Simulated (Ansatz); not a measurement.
`[CH3][Ti]([OH])([OH])[OH]` and `[OH][Ti]([OH])([OH])[OH]` differ in one atom or group.

Ansatz, PBE0-D4/def2-TZVP geometries, multiplicity 1. Each molecule was computed in one conformer, which needn't be the lowest.

Scalar relativity is left out up to krypton.

```json
{"property": "LUMO energy (PBE0/def2-TZVPP) / eV", "`[CH3][Ti]([OH])([OH])[OH]`": "-0.99"}
{"property": "LUMO energy (PBE/def2-TZVPP) / eV", "`[CH3][Ti]([OH])([OH])[OH]`": "-2.10"}
{"property": "HOMO–LUMO gap (ωB97M-V/def2-TZVPP) / eV", "`[CH3][Ti]([OH])([OH])[OH]`": "10.79"}
{"property": "HOMO energy (B3LYP/def2-TZVPP) / eV", "`[CH3][Ti]([OH])([OH])[OH]`": "-7.28"}
{"property": "size of the dipole moment (PBE/def2-TZVPP) / D", "`[CH3][Ti]([OH])([OH])[OH]`": "2.65"}
{"property": "HOMO energy (PBE0/def2-TZVPP) / eV", "`[CH3][Ti]([OH])([OH])[OH]`": "-7.51"}
```

**Question.** What does the change do to each property? (Estimate.)

**Answer.** The calculation gave: 
```json
{"property": "LUMO energy (PBE0/def2-TZVPP) / eV", "`[OH][Ti]([OH])([OH])[OH]`": "-1.12", "shift": "-0.13"}
{"property": "LUMO energy (PBE/def2-TZVPP) / eV", "`[OH][Ti]([OH])([OH])[OH]`": "-2.11", "shift": "-0.01"}
{"property": "HOMO–LUMO gap (ωB97M-V/def2-TZVPP) / eV", "`[OH][Ti]([OH])([OH])[OH]`": "12.24", "shift": "1.45"}
{"property": "HOMO energy (B3LYP/def2-TZVPP) / eV", "`[OH][Ti]([OH])([OH])[OH]`": "-8.70", "shift": "-1.42"}
{"property": "size of the dipole moment (PBE/def2-TZVPP) / D", "`[OH][Ti]([OH])([OH])[OH]`": "0.00", "shift": "-2.65"}
{"property": "HOMO energy (PBE0/def2-TZVPP) / eV", "`[OH][Ti]([OH])([OH])[OH]`": "-8.96", "shift": "-1.45"}
```

With PBE0 the HOMO falls by 1.45 eV and the LUMO falls by 0.13 eV, so the gap widens by about 1.32 eV. PBE moves the HOMO by -1.21 eV and ωB97M-V by -1.55 eV. The zero-point energy changes by -55.2 kJ/mol with -6 modes.

B3LYP here is the variant with VWN-RPA as its local correlation; programs differ in this.
